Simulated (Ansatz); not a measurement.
H5BN (SMILES B[NH3+]), charge +1, singlet, geometry from GFN2-xTB. Base run: SVWN5/def2-SVP (Ansatz, a quantum-chemistry and plane-wave program).

Geometry (Å):
```xyz
7

B      0.8826     0.0928    -0.0074
N     -0.6160    -0.0678    -0.0095
H      1.5375    -0.8525     0.1714
H      1.3202     1.1610    -0.1567
H     -0.9305     0.0765     0.9613
H     -0.9280    -1.0061    -0.2879
H     -1.1003     0.6318    -0.5850
```
Charge +1, spin multiplicity 1.
All else is at Ansatz's defaults.
Base energy -81.48380 Eh.

Variants of this job, named by their change:

```
change                                                            ΔE vs base (mEh)
----------------------------------------------------------------  ----------------
base                                                                         0.000
final_grid = 14, 28, 59                                                      0.000
lower_state_search = full                                                    0.000
lower_state_search = light                                                   0.000
point_charge = charge:-1.0 position_ang:0.3122, -2.4381, -4.0476            -110.8
final_grid = 6, 12, 29                                                      -0.004
nuclear_model = gaussian                                                     0.008
point_charge = charge:0.5 position_ang:-0.3367, -4.1662, -2.225             55.975
lower_state_search = off                                                     0.000
accuracy = high                                                              0.001
point_charge = charge:1.0 position_ang:1.949, 3.4549, 2.6443                 103.3
```
